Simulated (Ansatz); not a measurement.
Species: H4OSi, SMILES `O[SiH3]` (charge 0, multiplicity 1).

**Question.** Give a relaxed geometry from CAM-B3LYP-D3(BJ)/def2-TZVPD run with Ansatz (a first-principles code).

**Answer.** the end point of this relaxation (outside a Z-matrix the atoms follow the SMILES, hydrogens last).
Z-matrix (Å, degrees):
```
Si
O 1 1.6463
H 2 0.9584 1 119.82
H 1 1.4731 2 105.87 3 -180.00
H 1 1.4809 4 110.01 2 -120.50
H 1 1.4809 4 110.01 5 -119.01
```
